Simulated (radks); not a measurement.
Spin polarisation of the 3d6 shell in Fe2+. Start: [Ar] 3d(up 3, down 3); electrons of 3d are moved from spin down to spin up, other shells keep equal spins. All-electron calculation, scalar-relativistic Kohn-Sham, PBE, spin-polarised, spherical densities, finite nucleus; Fermi nuclear charge, rms radius of each element as measured or else 0.836 A^(1/3) + 0.57 fm. Program: a radial shooting solver on a logarithmic mesh with Libxc functionals.

moment (Bohr magnetons),E - E(0) (eV),e(3d up) (eV),e(3d down) (eV),3p down minus up (eV),3s down minus up (eV),2p down minus up (eV)
0,0.000,-25.717,-25.717,0.000,0.000,0.000
1,-0.245,-26.177,-25.196,1.069,1.090,0.359
2,-0.981,-26.575,-24.611,2.140,2.181,0.718
3,-2.209,-26.910,-23.962,3.214,3.275,1.073
4,-3.929,-27.180,-23.245,4.293,4.374,1.425

At moment 4 the spin-polarisation energy is -3.929 eV and the 3d exchange splitting 3.935 eV, that is 0.984 eV per Bohr magneton; E = -I m^2/4 would give I = 0.982 eV.
